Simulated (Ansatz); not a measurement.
Input (CCSDT(Q)/cc-pVDZ; Ansatz, a quantum-chemistry and plane-wave program):

Ansatz 0.2 input:
```yaml
crystal:
  periodic: [false, false, false]
  atoms:
    - {symbol: As, position_ang: [-0.00000000, -0.00000000, -0.31730468]}
    - {symbol: O, position_ang: [0.00000000, 0.00000000, 1.30888181]}
basis:
  gaussian:
    orbitals: cc-pVDZ
magnetization: {spin_polarized: true, initial_magnetization: 1}
correlation: {method: ccsdt_q, electrons: outside_noble_gas}
```

Output:

```
mean field evaluation 160: about -62830.7810 eV, gradient 6.3e-1 eV
mean field evaluation 192: about -62827.4752 eV, gradient 9.3e0 eV
mean field evaluation 224: about -62826.3356 eV, gradient 1.0e1 eV
mean field evaluation 256: about -62828.7222 eV, gradient 5.4e-1 eV
mean field evaluation 288: about -62820.0067 eV, gradient 1.9e1 eV
mean field evaluation 320: about -62830.0327 eV, gradient 5.1e0 eV
mean field evaluation 352: about -62828.7287 eV, gradient 5.0e-2 eV
mean field evaluation 384: about -62828.7288 eV, gradient 3.0e-4 eV
mean field evaluation 416: about -62830.5357 eV, gradient 1.1e0 eV
mean field evaluation 448: about -62828.7259 eV, gradient 4.6e-1 eV
mean field evaluation 480: about -62826.9397 eV, gradient 9.2e-4 eV
mean field evaluation 512: about -62827.5593 eV, gradient 3.3e-4 eV
mean field evaluation 544: about -62828.7287 eV, gradient 3.5e-2 eV
mean field evaluation 576: about -62830.7436 eV, gradient 1.0e0 eV
mean field evaluation 608: about -62826.9295 eV, gradient 1.1e0 eV
mean field evaluation 640: about -62824.5678 eV, gradient 1.5e1 eV
mean field evaluation 672: about -62827.3665 eV, gradient 1.0e-1 eV
mean field evaluation 704: about -62828.7288 eV, gradient 2.1e-3 eV
mean field evaluation 736: about -62828.7288 eV, gradient 1.5e-3 eV
mean field evaluation 768: about -62826.9397 eV, gradient 8.9e-4 eV
mean field evaluation 800: about -62825.0688 eV, gradient 5.8e-2 eV
mean field evaluation 832: about -62827.5593 eV, gradient 1.4e-3 eV
mean field evaluation 864: about -62830.4808 eV, gradient 1.3e-1 eV
mean field evaluation 896: about -62829.9811 eV, gradient 6.2e0 eV
mean field evaluation 928: about -62822.3316 eV, gradient 3.1e1 eV
mean field evaluation 960: about -62830.6073 eV, gradient 1.6e-3 eV
mean field evaluation 992: about -62830.5839 eV, gradient 7.1e-1 eV
mean field evaluation 1024: about -62828.7285 eV, gradient 1.1e-1 eV
mean field evaluation 1056: about -62827.3667 eV, gradient 2.4e-3 eV
mean field evaluation 1088: about -62826.9397 eV, gradient 2.7e-3 eV
mean field -62830.79002022 eV, -2308.9889450041 hartree, gradient 7.3e-6 eV, S^2 1.323877; 15 other end points of the search recorded, 0 dependent functions left out
determinant -62830.79002022 eV, -2308.9889450041 hartree, with singles and doubles -62838.40760036 eV, -2309.2688859106 hartree
determinant -62830.60726000 eV, -2308.9822286899 hartree, with singles and doubles -62838.39215026 eV, -2309.2683181299 hartree
determinant -62828.72877725 eV, -2308.9131957221 hartree, with singles and doubles -62834.86336612 eV, -2309.1386377050 hartree
determinant -62827.55928093 eV, -2308.8702175249 hartree, with singles and doubles -62834.06227686 eV, -2309.1091982174 hartree
determinant -62827.36674371 eV, -2308.8631419128 hartree, with singles and doubles -62834.06519208 eV, -2309.1093053498 hartree
determinant -62830.79002022 eV, -2308.9889450041 hartree, with singles and doubles -62838.45836124 eV, -2309.2707513386 hartree
determinant -62830.60726000 eV, -2308.9822286899 hartree, with singles and doubles -62838.43752665 eV, -2309.2699856817 hartree
15 core orbitals not correlated
reference -62830.60726000 eV, -2308.9822286899 hartree; 6, 5 occupied and 20, 21 virtual orbitals, 746 factors
second order -6.72385079 eV of doubles, -0.00000000 eV of singles
coupled cluster: 0.19 GiB planned
cycle   1  -6.82814172 eV  change   -1.0e-1 eV  update   1.4e-1
cycle   2  -7.38444241 eV  change   -5.6e-1 eV  update   7.8e-2
cycle   3  -7.92618647 eV  change   -5.4e-1 eV  update   7.0e-2
cycle   4  -8.09929123 eV  change   -1.7e-1 eV  update   4.5e-2
cycle   5  -8.12138280 eV  change   -2.2e-2 eV  update   3.0e-2
cycle   6  -8.21047914 eV  change   -8.9e-2 eV  update   1.3e-2
cycle   7  -8.20616164 eV  change    4.3e-3 eV  update   8.5e-3
cycle   8  -8.20435938 eV  change    1.8e-3 eV  update   4.3e-3
cycle   9  -8.21816885 eV  change   -1.4e-2 eV  update   2.5e-3
cycle  10  -8.21827504 eV  change   -1.1e-4 eV  update   1.1e-3
cycle  11  -8.22070821 eV  change   -2.4e-3 eV  update   7.2e-4
cycle  12  -8.22043545 eV  change    2.7e-4 eV  update   3.8e-4
cycle  13  -8.22022581 eV  change    2.1e-4 eV  update   2.2e-4
cycle  14  -8.22021328 eV  change    1.3e-5 eV  update   1.3e-4
cycle  15  -8.22038403 eV  change   -1.7e-4 eV  update   8.6e-5
cycle  16  -8.22030924 eV  change    7.5e-5 eV  update   3.6e-5
cycle  17  -8.22032164 eV  change   -1.2e-5 eV  update   1.9e-5
cycle  18  -8.22029094 eV  change    3.1e-5 eV  update   1.0e-5
cycle  19  -8.22028704 eV  change    3.9e-6 eV  update   5.7e-6
cycle  20  -8.22029747 eV  change   -1.0e-5 eV  update   3.4e-6
cycle  21  -8.22030052 eV  change   -3.1e-6 eV  update   2.0e-6
cycle  22  -8.22030453 eV  change   -4.0e-6 eV  update   1.1e-6
cycle  23  -8.22030397 eV  change    5.5e-7 eV  update   5.6e-7
cycle  24  -8.22030301 eV  change    9.6e-7 eV  update   3.3e-7
cycle  25  -8.22030263 eV  change    3.8e-7 eV  update   1.7e-7
coupled cluster: 0.19 GiB planned
perturbative correction -0.07387076 eV, -0.0027147003 hartree
Total energy: -62838.90143339 eV, -2309.2870339400 hartree
```

The determinant is spin-contaminated: <S^2> is 1.22, 0.47 over the pure value.
